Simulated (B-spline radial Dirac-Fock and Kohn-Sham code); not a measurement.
The computed values come from an atomic code on a B-spline grid: ΔSCF Dirac-Fock with Breit, self-energy and vacuum polarisation, finite nucleus, configuration average. Correlation energy is missing from these numbers.

**Question.** An atom or ion in its tabulated ground configuration has these computed binding energies (the last is its least bound level). Which is it?

| level | binding energy (eV) |
| --- | --- |
| 1s | 83261.9 |
| 2s | 18576.5 |
| 2p1/2 | 18008.9 |
| 3s | 7325.4 |
| 3p | 6802.1 |

**Answer.** Pt⁶¹⁺: Z = 78 with 17 electrons, [Ne] 3s2 3p5. The hydrogen-like estimate √(E/Ry) = 78.2 for the K level lies 0.2 above Z (screening lowers it, relativity raises it); the outermost level, at 6802.1 eV, fixes the charge.
